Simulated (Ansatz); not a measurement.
Ansatz (a first-principles code) input:

Ansatz 0.2 input:
```yaml
crystal:
  periodic: [false, false, false]
  atoms:
    - {symbol: Ag, position_ang: [-0.00000000, -0.00000000, -0.03373082]}
    - {symbol: H, position_ang: [0.00000000, 0.00000000, 1.58534856]}
basis:
  gaussian:
    orbitals: def2-SVPD
magnetization: {spin_polarized: false}
correlation: {method: ccsd_t, electrons: outside_noble_gas}
output: {forces: true}
```

**Question.** What final total energy does it print?

**Answer.** -146.89665 Eh (CCSD(T)/def2-SVPD). The basis has 42 functions.
